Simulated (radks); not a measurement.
Results of a calculation; reference values are marked as such.
Pt, 78 electrons, occupied as [Xe] 4f14 5d9 6s1 (the NIST ground configuration). Code: a radial shooting solver on a logarithmic mesh with Libxc functionals. Model: scalar-relativistic Kohn-Sham, PBE, spin-unpolarised, spherical densities, finite nucleus; Fermi nuclear charge, rms radius 5.427 fm.

X-ray form factor f0, the Fourier transform of the density (f0(0) = 78):

sin(theta)/lambda (1/angstrom),f0 (electrons)
0.05,76.910
0.1,74.060
0.15,70.285
0.2,66.242
0.25,62.277
0.3,58.535
0.4,51.880
0.5,46.286
0.6,41.558
0.8,33.902
1,27.894
1.25,22.303
1.5,18.584
2,14.527
